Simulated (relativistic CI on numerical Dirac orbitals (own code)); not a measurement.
**What each ingredient does to the levels of Lu²²⁺**

Base calculation: Dirac-Coulomb-Breit CI, orbitals from a KLI potential per configuration, model QED (radiative potential, 1s self-energy scaled to tabulated hydrogen-like ionisation energies), unscaled Slater integrals.

CI space (outside the closed core [Ar] 3d10): 4s2 4p6 4d10 4f3, 4s2 4p6 4d10 4f2 5s, 4s2 4p6 4d10 4f 5s2, 4s2 4p6 4d9 4f4, 4s2 4p6 4d10 4f2 5p, 4s2 4p6 4d10 4f 5s 5p, 4s2 4p6 4d10 4f 5p2, 4s2 4p6 4d10 4f2 5d, 4s2 4p6 4d10 4f 5s 5d, 4s2 4p5 4d10 4f4, 4s2 4p6 4d10 4f 5p 5d, 4s2 4p6 4d9 4f2 5s2, 4s2 4p6 4d9 4f3 5s, 4s2 4p6 4d10 4f2 5f, 4s2 4p6 4d9 4f2 5s 5p, 4s2 4p6 4d10 4f 5d2, 4s2 4p6 4d10 4f2 6s, 4s 4p6 4d10 4f4, 4s2 4p6 4d9 4f3 5p, 4s2 4p6 4d10 4f2 6p, 4s2 4p6 4d10 4f2 5g, 4s2 4p6 4d10 4f2 6d, 4s2 4p5 4d10 4f2 5s2, 4s2 4p6 4d10 4f2 6f, 4s2 4p6 4d8 4f3 5s2, 4s2 4p6 4d10 4f2 7s, 4s2 4p6 4d10 4f2 7p, 4s2 4p5 4d10 4f2 5s 5p, 4s 4p6 4d10 4f2 5s2. Levels of other configurations are missing.

Variants: (1) valence Slater integrals scaled by 0.9; (2) non-relativistic limit; (3) one mean potential for all configurations. Shifts of the energy above 4s2 4p6 4d10 4f3 4I°_9/2, in cm⁻¹, for the lowest level and the first level of each name with at least 55 % of one term (blank where a level changes its place among those of its configuration and J or its character, or is not in the variant):

| Level | Base | Δ(1) | Δ(2) | Δ(3) |
| --- | --- | --- | --- | --- |
| 4s2 4p6 4d10 4f3 4I°_9/2 | 0.0 | 0.0 | 0.0 | 0.0 |
| 4s2 4p6 4d10 4f3 4I°_11/2 | 13705.0 | +251.4 | -13705.0 | -204.5 |
| 4s2 4p6 4d10 4f3 4I°_13/2 | 26209.2 | +155.6 | -26209.2 | -364.3 |
| 4s2 4p6 4d10 4f3 4F°_3/2 | 33252.7 | -2864.1 | -5731.9 | -123.9 |
| 4s2 4p6 4d10 4f3 4I°_15/2 | 37618.1 | -165.0 | -37618.0 | -490.3 |
| 4s2 4p6 4d10 4f3 4F°_5/2 | 42247.1 | -2563.7 | -14726.2 | -272.2 |
| 4s2 4p6 4d10 4f3 4F°_7/2 | 46610.2 | -2695.2 | -19089.4 | -323.4 |
| 4s2 4p6 4d10 4f3 4S°_3/2 | 46733.2 | -2819.9 | -18406.9 | -301.5 |
| 4s2 4p6 4d10 4f3 4G°_5/2 | 51554.1 | -4059.7 | -7428.3 | -230.2 |
| 4s2 4p6 4d10 4f3 4F°_9/2 | 56491.6 | -2311.3 |  | -491.0 |
| 4s2 4p6 4d10 4f3 4G°_7/2 | 56704.6 | -3413.7 |  | -370.9 |
| 4s2 4p6 4d10 4f3 2H°_11/2 | 58763.8 | -2665.4 | -29518.5 | -502.3 |
| 4s2 4p6 4d10 4f3 2K°_13/2 | 60973.6 | -3833.7 | -16632.7 | -409.6 |
| 4s2 4p6 4d10 4f3 4G°_9/2 | 69559.5 | -3736.8 |  | -506.0 |
| 4s2 4p6 4d10 4f3 2K°_15/2 | 71460.2 | -4267.4 | -27119.3 | -508.0 |
| 4s2 4p6 4d10 4f3 2P°_1/2 | 73456.9 | -5274.7 | -19644.7 | -402.6 |
| 4s2 4p6 4d10 4f3 4G°_11/2 | 78670.0 | -4485.0 | -34544.2 | -570.9 |
| 4s2 4p6 4d10 4f3 2D°_5/2 | 79052.8 | -5459.6 | -26160.8 | -483.9 |
| 4s2 4p6 4d10 4f3 2G°_9/2 | 82079.5 | -3249.7 |  | -738.5 |
| 4s2 4p6 4d10 4f3 4D°_3/2 | 85414.6 | -6381.0 |  | -428.9 |
| 4s2 4p6 4d10 4f3 2I°_11/2 | 88310.9 | -5967.3 | -17237.2 | -519.1 |
| 4s2 4p6 4d10 4f3 4D°_1/2 | 93668.8 | -5972.5 | -21520.4 | -578.2 |

At this charge transitions that keep the count of f electrons are usually good to a few per cent. Terms inside the open d or f shell come out 10 to 20 % too wide with unscaled integrals. Levels that differ in their count of f electrons can be misplaced by several ten thousand cm⁻¹, since the correlation energy of f electrons is missing or only estimated; rates across such gaps can be off by orders of magnitude.

Ionisation energy from one configuration of each of the two ions, the ground ones as tabulated or assumed: base 623.353 eV; valence Slater integrals scaled by 0.9 622.949 eV. The NIST ASD value (theoretical) is 630 ± 30 eV.

LS names give the leading component of a level, which can be under half, so a name can repeat, a term be missing and a line seem to break the LS rules.
